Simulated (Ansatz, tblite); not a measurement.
Isomers of Sn₂H₄⁺ (doublet), found by a short tight-binding search and relaxed with B3LYP-D4/def2-TZVP in Ansatz.

In the def2 sets Sn takes a core potential; there is no spin–orbit coupling. The xTB rows come from tblite. LC-ωPBE has ω = 0.4 bohr⁻¹. Correlated methods freeze 8 core orbitals; core or outer-core shells of Sn are correlated, in sets that lack core-valence functions.

Other spin states were run for one of them alone.

A:

```xyz
6

Sn    0.177    2.332   -0.567
Sn    0.340   -1.364    0.179
H    -0.160    2.186    1.166
H     0.314   -2.260   -1.290
H     0.479    0.367   -0.522
H    -1.149   -1.261    1.034
```

B:

Cartesian coordinates in Å:
```
Sn -0.572 1.227 -0.157
Sn 0.572 -1.227 0.157
H 0.165 2.351 -1.195
H -0.180 -2.350 1.184
H 1.578 -1.828 -1.073
H -1.563 1.827 1.084
```

Q: Estimate their order by electronic energy at CCSD(T)/def2-TZVPP, counted from the lowest.

A: B (0.0) < A (7.6), in kcal/mol.

Q: Do the other levels pick the same lowest one?

A: Not GFN1-xTB, GFN2-xTB. Energies above each level's lowest (kcal/mol):

| level | A | B |
| --- | --- | --- |
| GFN1-xTB | 0.0 | 2.5 |
| GFN2-xTB | 0.0 | 11.3 |
| HF/def2-TZVPP | 5.3 | 0.0 |
| PBE-D4/def2-TZVP | 6.6 | 0.0 |
| r2SCAN-D4/def2-TZVP | 9.0 | 0.0 |
| PBE0-D4/def2-TZVP | 8.9 | 0.0 |
| LC-ωPBE/def2-TZVP | 11.5 | 0.0 |
| ωB97M-V/def2-TZVP | 6.7 | 0.0 |
| MP2/def2-TZVPP | 7.4 | 0.0 |
| CCSD/def2-TZVPP | 6.7 | 0.0 |
| CCSD(T)/def2-TZVPP | 7.6 | 0.0 |
Point groups (tolerance 0.1 Å): A not assigned, B C2h. Lower isomers may exist.
